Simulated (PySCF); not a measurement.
Compound: C₂H₅FOSi.
InChI=1S/C2H5FOSi/c1-2-4-5-3/h2H,1,5H2

Method used: MP2 and CCSD/aug-cc-pVDZ in PySCF, restricted Hartree–Fock reference, frozen core, non-relativistic, gas phase, PBE0-D3(BJ)/def2-SVP geometry.

E(HF) = -541.98102 Eh.

Problem. How large is the problem?

Solution. 164 basis functions and 48 electrons; 9 orbitals frozen, which leaves o = 15 correlated occupied and v = 140 virtual orbitals. That is o·v = 2100 singles and o·v(o·v + 1)/2 = 2206050 distinct closed-shell doubles amplitudes before symmetry; the costliest CCSD step grows as o²v⁴ = 8.6 × 10^10.

Problem. What are the MP2 and CCSD correlation energies?

Solution. MP2 -0.7777 Eh and CCSD -0.8174 Eh, which gives totals of -542.75876 and -542.79839 Eh. That is 0.741 eV for each correlated electron at CCSD (2146 kJ/mol in all, 0.151 % of the total energy); MP2 gives 95.2 % of the CCSD value.

Problem. What is the T1 diagnostic?

Solution. 0.0136, below the customary warning level of 0.02. It is the norm of the spatial-orbital singles amplitudes over the root of the number of correlated electrons, so the norm is 0.074.

Problem. How does correlation change the dipole moment?

Solution. HF gives 1.98 D and CCSD (unrelaxed density) 1.81 D, a change of -0.17 D.

Connected triples and the basis-set limit are missing.

The job also held the EOM ionisation roots. The run took 6.9 min on one thread, Arm Neoverse V2 (aarch64), shared host with 32 logical CPUs at a one-minute load of 19, and the process peaked at 2.9 GiB of memory.

Conformer computed: `[CH2:1]=[CH:2][O:3][SiH2:4][F:5]`: C1–C2–O3–Si4 0°, C2–O3–Si4–F5 -179°.

One conformer stands for the species.
